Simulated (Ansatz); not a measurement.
A run of Ansatz (development build ahead of 0.2.0) on singlet SF₆ at this shape:

```xyz
7

F     0.0000    0.0000    1.5650
F     0.0000    0.0000   -1.5650
F    -1.5650    0.0000    0.0000
F     0.0000    1.5650    0.0000
F     0.0000   -1.5650    0.0000
S     0.0000    0.0000    0.0000
F     1.5650    0.0000    0.0000
```

Its results:

- Converged: yes
- Total energy: -993.52267 hartree

Forces (eV/Å):
| atom | Fx | Fy | Fz |
| --- | --- | --- | --- |
| F1 | 0.000 | 0.000 | 5.405 |
| F2 | 0.000 | 0.000 | -5.405 |
| F3 | -5.405 | 0.000 | 0.000 |
| F4 | 0.000 | 5.405 | 0.000 |
| F5 | 0.000 | -5.405 | 0.000 |
| S6 | 0.000 | 0.000 | 0.000 |
| F7 | 5.405 | 0.000 | 0.000 |

(1) Which input gives this output? Name the method, the orbitals and the basis set, and write the input.

Results:

(1) RHF in 6-31G. An unrestricted run that stays on the closed shell gives the same numbers.

```yaml
crystal:
  periodic: [false, false, false]
  atoms:
    - { symbol: F, position_ang: [0.0, 0.0, 1.565] }
    - { symbol: F, position_ang: [0.0, 0.0, -1.565] }
    - { symbol: F, position_ang: [-1.565, 0.0, 0.0] }
    - { symbol: F, position_ang: [0.0, 1.565, 0.0] }
    - { symbol: F, position_ang: [0.0, -1.565, 0.0] }
    - { symbol: S, position_ang: [0.0, 0.0, 0.0] }
    - { symbol: F, position_ang: [1.565, 0.0, 0.0] }
basis:
  gaussian: { orbitals: "6-31G" }
hamiltonian:
  xc: hf
output:
  forces: true
```
